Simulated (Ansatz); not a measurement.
Consider the ligand exchange at a B–N bond: `CNB(C)O` + H₂Se → `CB(O)[SeH]` + CH₃NH₂.

Gas-phase electronic energies from Ansatz, PBE0-D4/def2-TZVP geometries. CBS: MP2 limit from def2 TZ/QZ plus the TZ coupled-cluster correction, frozen cores. DFT in def2-TZVPP. B3LYP here is the variant with VWN-RPA as its local correlation; programs differ in this. For Se outer-core shells are correlated without core-valence functions, which leaves a few kJ/mol of doubt a bond. Scalar relativity is left out up to krypton. Each species was taken in one conformer, which may not be the lowest.

```
             level  ΔE (kJ/mol)  difference from CCSD(T)/CBS
            PBE-D4         42.6                         -1.5
         r2SCAN-D4         45.3                          1.2
           PBE0-D4         44.4                          0.3
          B3LYP-D4         49.9                          5.8
           ωB97X-V         47.2                          3.1
           ωB97M-V         49.2                          5.1
            B2PLYP         47.4                          3.3
               PBE         42.2                         -1.9
            r2SCAN         44.8                          0.7
              PBE0         44.0                         -0.1
             B3LYP         49.7                          5.6
     HF/def2-TZVPP         51.2                          7.1
    MP2/def2-TZVPP         41.6                         -2.5
SCS-MP2/def2-TZVPP         43.9                         -0.2
   CCSD/def2-TZVPP         47.3                          3.2
CCSD(T)/def2-TZVPP         45.9                          1.8
     HF/def2-QZVPP         52.0                          7.9
    MP2/def2-QZVPP         40.9                         -3.2
SCS-MP2/def2-QZVPP         43.4                         -0.7
      HF/CBS(def2)         52.1                          8.0
     MP2/CBS(def2)         39.8                         -4.3
    CCSD/CBS(def2)         45.5                          1.4
       CCSD(T)/CBS         44.1                            0
```

Largest T1 diagnostic among the species: 0.011.

In def2-TZVPP, CCSD(T) changes the Hartree–Fock value by −5.3 kJ/mol (the triples alone add −1.4 kJ/mol) and MP2 by −9.6 kJ/mol.
